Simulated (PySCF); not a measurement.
C4H7ClSi, SMILES C1=C(Cl)C[C@@H]1[SiH3]. Geometry optimised at B3LYP-D3(BJ)/def2-SVP. The structure was generated by enumeration; whether it is a known compound was not checked.

These are PySCF with B3LYP-D3(BJ)/def2-SVP values and carry that method's errors.

Harmonic wavenumbers (cm⁻¹): 86, 138, 195, 295, 320, 408, 468, 579, 643, 705, 855, 905, 913, 929, 947, 951, 959, 986, 1073, 1142, 1161, 1181, 1220, 1265, 1448, 1660, 2213, 2218, 2223, 3035, 3049, 3109, 3221. Rotational constants (GHz): 7.181, 1.004, 0.9804; symmetry number 1.

### Question
Work out the zero-point energy and the ideal-gas rigid-rotor harmonic-oscillator thermochemistry at 298.15 K and 1 atm.

### Answer
ZPE = ½ Σ hcν = ½ × 40501 cm⁻¹ = 242.25 kJ/mol. H − E(el) = 263.46 kJ/mol. Entropy in J/(mol K): translation 168.31, rotation 118.03, vibration 65.58, total 351.93. G − E(el) = 158.53 kJ/mol. Cp = 116.30 J/(mol K). Modes under 150 cm⁻¹ make the vibrational entropy uncertain.
